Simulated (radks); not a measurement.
Cs III, configuration [Kr] 4d10 5s2 5p5.

Calculated with a radial shooting solver on a logarithmic mesh with Libxc functionals: scalar-relativistic Kohn-Sham, PBE, spin-polarised, spherical densities, finite nucleus; open shells are filled with parallel spins first (spin-orbit coupling, left out, can overturn this in heavy ions); Fermi nuclear charge, rms radius 4.8041 fm.

Energy parts (eV):
part                      energy
total                 -211857.80
kinetic                223200.94
electron-nucleus      -511782.67
Hartree                 81934.97
exchange-correlation    -5211.04

Orbitals (lengths in bohr, moments of r in powers of bohr; r(90%) holds 90 % of the orbital's charge):
orbital,occ.,eigenvalue (eV),r(90%),<r^4>,<r>,<1/r>
1s up,1,-35814.05,0.0470,2.246e-06,0.02611,59.39
1s down,1,-35814.01,0.0470,2.246e-06,0.02611,59.39
2s up,1,-5632.369,0.173,0.0003778,0.1121,13.64
2s down,1,-5632.345,0.173,0.0003778,0.1121,13.64
2p up,3,-5054.498,0.160,0.0002743,0.09821,13.00
2p down,3,-5054.457,0.160,0.0002743,0.09821,13.00
3s up,1,-1184.494,0.439,0.01584,0.2990,4.917
3s down,1,-1184.452,0.439,0.01584,0.2990,4.917
3p up,3,-998.5035,0.445,0.01659,0.2970,4.668
3p down,3,-998.4560,0.445,0.01659,0.2970,4.668
3d up,5,-725.4632,0.429,0.01417,0.2735,4.423
3d down,5,-725.4174,0.429,0.01417,0.2735,4.423
4s up,1,-237.2986,0.999,0.4336,0.6946,2.017
4s down,1,-237.2033,0.999,0.4333,0.6946,2.017
4p up,3,-177.8212,1.08,0.5831,0.7392,1.855
4p down,3,-177.7241,1.08,0.5819,0.7391,1.855
4d up,5,-91.2280,1.26,1.102,0.8359,1.585
4d down,5,-91.0916,1.26,1.092,0.8348,1.586
5s up,1,-42.9856,2.45,15.67,1.706,0.7686
5s down,1,-42.2116,2.45,15.71,1.704,0.7705
5p up,3,-29.1423,2.89,29.90,1.984,0.6524
5p down,2,-28.3487,2.90,30.59,1.990,0.6513

The highest occupied level is 5p down at -28.349 eV. Spin moment in Bohr magnetons: 1. For comparison, the ionisation energy in NIST's Atomic Spectra Database is 33.195 eV (semi-empirical). In exact Kohn-Sham theory the highest level is minus the ionisation energy, but local and semilocal functionals leave it too shallow, through self-interaction and a potential that decays too fast; potentials with the right tail come closer. The density falls to 0.001 e/bohr^3 at r = 3.81 bohr. The electron density at the nucleus is 3.065e+05 e/bohr^3 (large components only). Summed over all electrons, <r^2> = 43.56 bohr^2, which gives a Langevin (diamagnetic) susceptibility term of -34.5 x 10^-6 cm^3/mol. The spin density at the nucleus is -0.9053 e/bohr^3 (1s -0.2349, 2s 0.0611, 3s 0.0478, 4s 0.1848, 5s -0.9641).
